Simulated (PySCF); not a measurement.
# H₂TaN + 2 Cl₂ → TaNCl₂ + 2 HCl

Level: PBE0 in the def2-TZVP basis family, computed in PySCF with density fitting; scalar-relativistic core potentials for atoms from Rb on, none lighter, no spin–orbit coupling; open shells unrestricted.

```
species                                                                  state and structure       E (Eh)  ZPE (kJ/mol)  H(298 K) − H(0) (kJ/mol)  S° (J/(mol K))
  H₂TaN       singlet, Cs, Ta–H 1.774 Å (×2), Ta–N 1.679 Å; H–Ta–H 104.5°, H–Ta–N 98.4° (×2)   -112.81314          39.8                      11.2           267.3
    Cl₂                                                          singlet, D∞h, Cl–Cl 1.982 Å   -920.08940           3.5                       9.1           222.5
 TaNCl₂  singlet, Cs, Ta–Cl 2.305 Å (×2), Ta–N 1.680 Å; Cl–Ta–Cl 114.7°, Cl–Ta–N 106.7° (×2)  -1031.92361          14.3                      16.5           337.0
    HCl                                                           singlet, C∞v, H–Cl 1.279 Å   -460.66440          17.9                       8.7           186.6
```

Q: What is the electronic reaction energy?

A: At PBE0/def2-TZVP, ΔE = -683.9 kJ/mol from the differences of the total energies times 2625.5, downhill. 

Q: Add zero-point, thermal and entropy terms for 298.15 K and 1 bar.

A: ΔZPE = 3.3 and Δ[H(298) − H(0)] = 4.5 kJ/mol give ΔH° = -676.1 kJ/mol. ΔS° = -2.1 J/(mol K), so ΔG° = -676.1 − 298.15 × (-0.0021) = -675 kJ/mol.

Spin–orbit coupling can matter for H₂TaN, TaNCl₂ and is left out. The structures come from searches over a few start shapes, so lower isomers are not excluded.
